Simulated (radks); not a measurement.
The nuclear charge of the palladium ion Pd+ is varied continuously with 45 electrons held in [Kr] 4d9. Calculated with a radial shooting solver on a logarithmic mesh with Libxc functionals: Dirac Kohn-Sham, PBE, spin-unpolarised, spherical densities, finite nucleus; open shells are shared between the two j in proportion to 2j + 1; Fermi nuclear charge, rms radius 4.5318 fm. By the Hellmann-Feynman theorem dE/dZ = E(electron-nucleus)/Z, the electronic potential at the nucleus (averaged over a nucleus of fixed radius).

Z = 45: E (hartree) -4784.97325; E(electron-nucleus)/Z (hartree) -257.531; HOMO 4d5/2; e(HOMO) (eV) -3.456; <r> HOMO (bohr) 1.712
Z = 45.25: E (hartree) -4849.60673; E(electron-nucleus)/Z (hartree) -259.536; HOMO 4d5/2; e(HOMO) (eV) -5.834; <r> HOMO (bohr) 1.638
Z = 45.5: E (hartree) -4914.74083; E(electron-nucleus)/Z (hartree) -261.537; HOMO 4d5/2; e(HOMO) (eV) -8.472; <r> HOMO (bohr) 1.574
Z = 45.75: E (hartree) -4980.37489; E(electron-nucleus)/Z (hartree) -263.535; HOMO 4d5/2; e(HOMO) (eV) -11.341; <r> HOMO (bohr) 1.519
Z = 46: E (hartree) -5046.50843; E(electron-nucleus)/Z (hartree) -265.533; HOMO 4d5/2; e(HOMO) (eV) -14.424; <r> HOMO (bohr) 1.470
Z = 46.25: E (hartree) -5113.14116; E(electron-nucleus)/Z (hartree) -267.529; HOMO 4d5/2; e(HOMO) (eV) -17.706; <r> HOMO (bohr) 1.426
Z = 46.5: E (hartree) -5180.27293; E(electron-nucleus)/Z (hartree) -269.525; HOMO 4d5/2; e(HOMO) (eV) -21.175; <r> HOMO (bohr) 1.386
Z = 46.75: E (hartree) -5247.90368; E(electron-nucleus)/Z (hartree) -271.521; HOMO 4d5/2; e(HOMO) (eV) -24.823; <r> HOMO (bohr) 1.350
Z = 47: E (hartree) -5316.03343; E(electron-nucleus)/Z (hartree) -273.517; HOMO 4d5/2; e(HOMO) (eV) -28.641; <r> HOMO (bohr) 1.316

The central difference of E at Z = 46 is -265.533 hartree, to compare with the third column; the second derivative is -7.99 hartree.
